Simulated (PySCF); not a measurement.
Structure with atom numbers: `[F:1][c:2]1[cH:3][cH:4][cH:5][c:6]([F:7])[n:8]1` (H(Xn): hydrogen on atom n).

Rapidly exchanging positions averaged, isolated molecule, one conformer, relativity neglected. Shieldings: GIAO B3LYP/pcSseg-2; J: B3LYP/pcJ-1 (spin–dipole term only in couplings to heteroatoms); geometry from PBE0-D3(BJ)/def2-SVP; PySCF.

Question: List the cross peaks expected in HSQC, COSY and HMBC spectra.

Answer: 

HSQC (one-bond C–H):
```tsv
δH	δC	¹J(C,H) (Hz)
7.85 (H(C4))	153.9 (C4)	171
6.72 (H(C3)/H(C5))	112.7 (C3/C5)	179
```

COSY cross peaks (|J| ≥ 2 Hz):
```tsv
δH	δH	abs. J (Hz)	bonds
7.85 (H(C4))	6.72 (H(C3)/H(C5))	8.8	3
```

HMBC (two and three bonds, |J| ≥ 2.5 Hz):
```tsv
δH	δC [abs. J in Hz]
7.85 (H(C4))	175.1 (C2/C6) [12.8]
6.72 (H(C3)/H(C5))	112.7 (C3/C5) [7.2]
```

References, each an isolated molecule treated in the same way: ¹H (σref 31.39), ¹³C (σref 179.19) vs TMS.

Common functionals overestimate the size of one-bond C–F couplings by tens of Hz; these are unscaled. Unscaled 3J(H,H) at this level run about 10 % above measured values. Shifts are as computed. Against solution values, carbons near 30 ppm lie about +3 ppm off and those near 130 ppm about +8 ppm. Of 1211 compounds with measured shifts, 218 miss one by over three times the rms of a fit or turn the order of signals round; such compounds aren't used in these exercises.
